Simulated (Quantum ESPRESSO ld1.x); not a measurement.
Question: These are the eigenvalues of the occupied orbitals of an atom or ion with whole-number occupations (eV). All-electron calculation, scalar-relativistic Kohn-Sham, LDA (Slater exchange, Perdew-Wang correlation), spin-polarised, spherical densities, point nucleus. Program: ld1.x of Quantum ESPRESSO 7.5.

1s: -57470.3

Which element is it, and in what charge state? The configuration may be excited. Open shells, if any, are filled with parallel spins first.

Answer: Z = 64, gadolinium, charge +62: Gd62+ in [He]. The 1s level, -2112 hartree, gives Z - s = 65.0 by -(Z - s)^2/2, which with screening and relativity narrows Z to a few neighbours, and with so few levels the electron count can be read from the list.
